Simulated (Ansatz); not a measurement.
```xyz
10

C    -0.859    1.439    0.500
S    -1.266    1.132   -1.249
Ga   -0.101   -0.710   -1.703
C     1.001   -1.506   -0.240
H    -1.176    0.613    1.135
H     0.207    1.618    0.636
H    -1.403    2.336    0.799
H     1.520   -2.404   -0.570
H     1.732   -0.765    0.092
H     0.346   -1.753    0.599
```

The species carries charge 0 and has multiplicity 2.

Task: List the B3LYP/def2-TZVPP orbital energies in eV (Ansatz). (Estimate.)

Result: The calculation gave: α occupied: -10137.65, -2417.37, -1249.39, -1106.61, -1106.57, -1106.53, -277.50, -276.69, -215.36, -159.92, -159.81, -159.73, -149.42, -102.80, -102.67, -102.56, -22.65, -22.55, -22.55, -22.48, -22.42, -20.85, -18.84, -17.02, -12.13, -11.77, -11.18, -11.15, -10.87, -9.71, -7.52, -6.64, -5.26. α empty: -1.37, 0.08, 1.07, 1.55, 1.99, 2.07, 2.36, 3.08. β occupied: -10137.62, -2417.35, -1249.37, -1106.60, -1106.54, -1106.51, -277.49, -276.60, -215.34, -159.90, -159.77, -159.72, -149.37, -102.76, -102.60, -102.54, -22.59, -22.48, -22.47, -22.43, -22.34, -20.77, -18.66, -16.92, -12.02, -11.76, -11.11, -11.04, -10.54, -9.53, -7.22, -6.60. β empty: -2.86, -1.03, 0.16, 1.30, 1.63, 2.10, 2.13, 2.41. ⟨S²⟩ = 0.752.

B3LYP here is the variant with VWN-RPA as its local correlation; programs differ in this.
